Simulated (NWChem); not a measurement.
A series in which one site is exchanged, each optimised at PBE0/def2-SVP with NWChem, gas phase unless a solvent is named. All stand in one matching conformer (torsions within 35°), which need not be the lowest. Some are not confirmed as minima by frequencies. def2 effective core potentials on In; no spin-orbit coupling.

A: O=C=[N][Al]([F])[F] (CAlF2NO; site = Al)
B: C(=O)=[N][In]([F])[F] (CF2InNO; site = In)
C: O=C=NB(F)F (CBF₂NO; site = B)
D: O=C=[N][Ga]([F])[F] (CF$_{2}$GaNO; site = Ga)

| quantity | A | B | C | D |
|---|---|---|---|---|
| dipole (D), PBE0/def2-SVP | 0.21 | [?] | 0.11 | 0.01 |
| orbital gap (eV), PBE0/def2-SVP | 8.16 | [?] | 8.62 | 7.54 |
| static polarisability, PBE/def2-SVPD (bohr³) | 43.3 | [?] | 37.3 | 47.0 |
| lowest singlet excitation, PBE/def2-SVPD, TDA (eV) | 5.80 | [?] | 6.09 | 5.13 |

Problem. Fill in the missing entries.

Solution. 
- dipole (D), PBE0/def2-SVP, B: 0.23
- orbital gap (eV), PBE0/def2-SVP, B: 6.05
- static polarisability, PBE/def2-SVPD (bohr³), B: 54.9
- lowest singlet excitation, PBE/def2-SVPD, TDA (eV), B: 3.81
